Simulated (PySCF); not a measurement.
A PySCF script (with the pyscf-properties extension) for the NMR shieldings of SMILES O=C[SiH2]OBO[SiH3], CH7BO3Si2, on a GFN2-xTB geometry:

```python
import basis_set_exchange as bse
import numpy as np
from pyscf import gto, dft
from pyscf.prop import nmr

atoms = """
O    -2.432188    2.104217   -0.254722
C    -1.628001    1.356797    0.239922
Si   -1.793273   -0.559696    0.327265
O    -0.588858   -1.137323    1.232911
B     0.719639   -1.238642    1.503609
O     1.649171   -0.620909    0.785683
Si    2.022091    0.367070   -0.442966
H    -0.700913    1.789616    0.690497
H    -1.730464   -1.100050   -1.030933
H    -2.998671   -0.932940    1.060250
H     1.051666   -1.900715    2.419395
H     3.097388   -0.341547   -1.131708
H     0.882891    0.603532   -1.338787
H     2.448843    1.610120    0.197443
"""
names = dict.fromkeys(["O", "C", "Si", "B", "H"], "pcSseg-1")
basis = {el: gto.basis.parse(bse.get_basis(n, elements=[el], fmt="nwchem")) for el, n in names.items()}
mol = gto.M(atom=atoms, basis=basis, charge=0, verbose=0)
mf = dft.RKS(mol, xc="PBE0")
mf.grids.level = 2
mf.grids.alignment = dft.numint.BLKSIZE   # the property module wants whole blocks of grid points
mf.conv_tol = 1e-9
mf.kernel()

calc = nmr.RKS(mf)   # GIAO
C = mf.mo_coeff
Co = C[:, mf.mo_occ > 0]
resp = mf.gen_response(singlet=True, hermi=2)
def vind(x):   # induced exchange potential for any number of trial vectors
    d = np.einsum("pi,xij,qj->xpq", C, 2 * x.reshape(-1, C.shape[1], Co.shape[1]), Co, optimize=True)
    return np.einsum("xpq,pi,qj->xij", resp(d - d.transpose(0, 2, 1)), C, Co, optimize=True).ravel()
mo1, _ = nmr.rhf.solve_mo1(calc, with_cphf=vind)
sigma = calc.kernel(mo1)
for i, s in enumerate(sigma):   # ppm
    print("%2d %-2s %9.2f" % (i, mol.atom_pure_symbol(i), np.trace(s) / 3))
```

Question: What does it print?

Answer: 
```
 0 O    -628.03
 1 C     -61.08
 2 Si    409.33
 3 O     224.87
 4 B      80.13
 5 O     223.48
 6 Si    394.58
 7 H      19.20
 8 H      26.66
 9 H      26.84
10 H      27.40
11 H      26.48
12 H      26.33
13 H      26.45
```

These numbers come from an equivalent density-fitted implementation of the same equations, which agrees with the script to about 0.01 ppm for H and up to a few tenths of a ppm for heavy atoms, so last digits may differ.

Size and cost of the density-fitted run: 168 basis functions, 28 s wall time on 1 thread of an Arm Neoverse V1, shared host; peak memory 0.74 GiB.
